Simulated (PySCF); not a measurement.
A geometry optimisation, step by step.

C3H4AlF.
SMILES with atom numbers: `[CH3:1][C:2]#[C:3][AlH:4][F:5]` (hydrogens: H6, H7, H8 on C1; H9 on Al4)

Computed by this run: PBE0-D3(BJ)/def2-SVP geometry optimisation, gas phase in PySCF; density fitting, grid level 1; the optimiser is geomeTRIC in internal coordinates, started from a GFN2-xTB structure with every atom displaced at random (about 0.01 Å). The frame can shift and turn from step to step; on so coarse a grid that alone can change the energy by a few meV, and forces under 0.02 eV/Å are noise.

Step 0: E = -12474.2483 eV, largest atomic force 3.902 eV/Å
```
atom  x, y, z in Å  |  force x, y, z in eV/Å
C1     -2.014   -0.314   -0.011   -0.869   1.545  -0.241
C2     -0.609   -0.086   -0.010   -1.246  -0.281   0.028
C3      0.579    0.092   -0.013    3.875   0.450   0.079
Al4     2.538    0.382   -0.004   -2.530  -0.151  -0.119
F5      3.576   -0.674    0.671    0.610  -0.916   0.572
H6     -2.554    0.665    0.136    0.262  -0.707  -0.064
H7     -2.307   -0.979    0.782   -0.326  -0.630   0.568
H8     -2.330   -0.702   -0.977   -0.242  -0.300  -0.311
H9      3.179    1.598   -0.606    0.465   0.990  -0.512
```

Step 1: E = -12474.4386 eV, largest atomic force 0.409 eV/Å
```
atom  x, y, z in Å  |  force x, y, z in eV/Å
C1     -1.981   -0.399   -0.076   -0.038  -0.037   0.099
C2     -0.547   -0.189   -0.079    0.170  -0.035  -0.047
C3      0.665   -0.010   -0.084   -0.044   0.289   0.092
Al4     2.469    0.559    0.083    0.042  -0.397  -0.088
F5      3.483   -0.524    0.859   -0.050   0.303  -0.102
H6     -2.505    0.555    0.087   -0.047   0.006  -0.005
H7     -2.283   -1.095    0.726    0.034   0.046  -0.092
H8     -2.325   -0.811   -1.038    0.011  -0.019  -0.001
H9      3.082    1.897   -0.511   -0.077  -0.156   0.144
```

Step 2: E = -12474.4544 eV, largest atomic force 0.168 eV/Å
```
atom  x, y, z in Å  |  force x, y, z in eV/Å
C1     -1.991   -0.387   -0.079   -0.015   0.049   0.026
C2     -0.556   -0.178   -0.064    0.019  -0.070  -0.066
C3      0.657   -0.012   -0.063   -0.017  -0.004   0.140
Al4     2.471    0.494    0.075    0.149   0.074  -0.015
F5      3.598   -0.466    0.846   -0.160  -0.015  -0.049
H6     -2.526    0.563    0.077   -0.004  -0.010  -0.006
H7     -2.300   -1.086    0.714    0.013  -0.009  -0.013
H8     -2.317   -0.801   -1.046    0.012  -0.013  -0.002
H9      3.020    1.855   -0.493    0.003  -0.001  -0.015
```

Step 3: E = -12474.4608 eV, largest atomic force 0.112 eV/Å
```
atom  x, y, z in Å  |  force x, y, z in eV/Å
C1     -1.986   -0.391   -0.076   -0.008   0.027   0.010
C2     -0.554   -0.167   -0.060   -0.002  -0.054  -0.060
C3      0.658    0.009   -0.059   -0.050   0.071   0.071
Al4     2.472    0.514    0.061    0.050  -0.018   0.038
F5      3.541   -0.494    0.847   -0.009   0.006  -0.039
H6     -2.534    0.552    0.080    0.004  -0.006  -0.002
H7     -2.287   -1.095    0.716    0.000  -0.014   0.003
H8     -2.305   -0.809   -1.043    0.003  -0.008   0.000
H9      3.052    1.864   -0.500    0.010  -0.003  -0.021
```

Step 4: E = -12474.4631 eV, largest atomic force 0.113 eV/Å
```
atom  x, y, z in Å  |  force x, y, z in eV/Å
C1     -1.988   -0.393   -0.073    0.000   0.003  -0.003
C2     -0.557   -0.158   -0.052    0.007  -0.045  -0.047
C3      0.653    0.027   -0.046   -0.012   0.091   0.066
Al4     2.474    0.522    0.062   -0.020  -0.037  -0.009
F5      3.536   -0.504    0.831    0.020  -0.006  -0.005
H6     -2.545    0.544    0.080    0.003   0.001   0.001
H7     -2.285   -1.101    0.717    0.000  -0.006   0.003
H8     -2.298   -0.816   -1.041   -0.002  -0.004   0.002
H9      3.067    1.860   -0.512    0.004   0.003  -0.009
```

Step 5: E = -12474.4667 eV, largest atomic force 0.090 eV/Å
```
atom  x, y, z in Å  |  force x, y, z in eV/Å
C1     -1.989   -0.399   -0.067    0.013  -0.025  -0.016
C2     -0.564   -0.130   -0.031    0.005  -0.036  -0.025
C3      0.641    0.081   -0.008    0.000   0.078   0.033
Al4     2.475    0.534    0.059   -0.071  -0.011  -0.053
F5      3.522   -0.527    0.795    0.063  -0.039   0.047
H6     -2.572    0.523    0.078   -0.001   0.008   0.004
H7     -2.276   -1.116    0.718   -0.003   0.007   0.006
H8     -2.276   -0.832   -1.039   -0.005   0.008   0.004
H9      3.096    1.848   -0.540   -0.001   0.011   0.001
```

Step 6: E = -12474.4678 eV, largest atomic force 0.059 eV/Å
```
atom  x, y, z in Å  |  force x, y, z in eV/Å
C1     -1.989   -0.403   -0.067    0.008  -0.015  -0.007
C2     -0.568   -0.118   -0.023    0.006  -0.032  -0.014
C3      0.635    0.107    0.011    0.010   0.047   0.012
Al4     2.475    0.536    0.058   -0.049   0.004  -0.033
F5      3.520   -0.535    0.785    0.036  -0.027   0.035
H6     -2.583    0.513    0.075   -0.002   0.005   0.002
H7     -2.272   -1.122    0.717   -0.002   0.008   0.003
H8     -2.267   -0.839   -1.040   -0.004   0.007   0.001
H9      3.106    1.842   -0.550   -0.003   0.002   0.001
```

Step 7: E = -12474.4682 eV, largest atomic force 0.023 eV/Å
```
atom  x, y, z in Å  |  force x, y, z in eV/Å
C1     -1.988   -0.406   -0.069    0.001   0.000   0.000
C2     -0.569   -0.114   -0.022    0.004  -0.022  -0.003
C3      0.632    0.121    0.019   -0.003   0.018  -0.001
Al4     2.474    0.537    0.059   -0.002   0.003  -0.004
F5      3.518   -0.538    0.787    0.002  -0.002   0.012
H6     -2.586    0.508    0.073    0.000   0.001   0.000
H7     -2.270   -1.126    0.715   -0.001   0.003   0.000
H8     -2.264   -0.841   -1.043   -0.001   0.002  -0.001
H9      3.110    1.840   -0.551   -0.001  -0.003  -0.001
```

Problem. Summarise the path.

Solution. The energy falls by 21.21 kJ/mol from step 0 to step 7; nine tenths of that is first reached at step 2. It falls at every step. The largest force goes from 3.902 to 0.023 eV/Å. Among the bonds C3–Al4 changes most, from 1.981 to 1.889 Å; the atoms move by 0.050 Å rms after alignment.

Problem. Follow the three bonds and two angles with the largest change from start to end.

Solution. 
```csv
step,E above end (kJ/mol),largest force (eV/Å),C3–Al4 (Å),Al4–H9 (Å),Al4–F5 (Å),C3–Al4–F5 (°),H7–C1–H8 (°)
0,21.21,3.902,1.981,1.500,1.628,122.5,110.8
1,2.86,0.409,1.898,1.587,1.675,115.0,108.3
2,1.33,0.168,1.888,1.574,1.669,121.9,108.1
3,0.71,0.112,1.887,1.573,1.666,119.0,108.0
4,0.49,0.113,1.890,1.573,1.665,118.7,108.0
5,0.14,0.090,1.890,1.572,1.663,118.3,107.8
6,0.04,0.059,1.890,1.573,1.664,118.4,107.8
7,0.00,0.023,1.889,1.573,1.665,118.6,107.9
```

What follows is the cost of the whole optimisation. On one thread, Arm Neoverse V1 (aarch64), no GPU, shared host with 32 logical CPUs at a one-minute load of 7.8, this took 19 s wall and 0.38 GiB of memory at its peak.
